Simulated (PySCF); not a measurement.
# Electron correlation in Sr (strontium, neutral)

[Kr] 5s1 6s1, high-spin 3S determinant (an excited configuration). Calculation: PySCF 2.14, in x2c-TZVPPall with one added diffuse shell each of s, p, d, f type (9s7p7d3f1g, 95 functions); the spin-free X2C one-electron Hamiltonian (Gaussian nucleus). Frozen: [Ar] 3d10; 10 electrons correlated.

| level | correlation energy (mhartree) |
| --- | --- |
| CCSD | -208.47 |
| (T) | -5.81 |
| CCSD(T) | -214.28 |

Diagnostics: T1 = 0.016, D1 = 0.0697, largest double amplitude 0.059.

Q: Is a single reference adequate?

A: Yes, within this model without spin-orbit coupling: T1 lies below 0.03 and no double amplitude reaches 0.07.

This basis was not built for core-valence correlation, so the inner-shell part is incomplete.
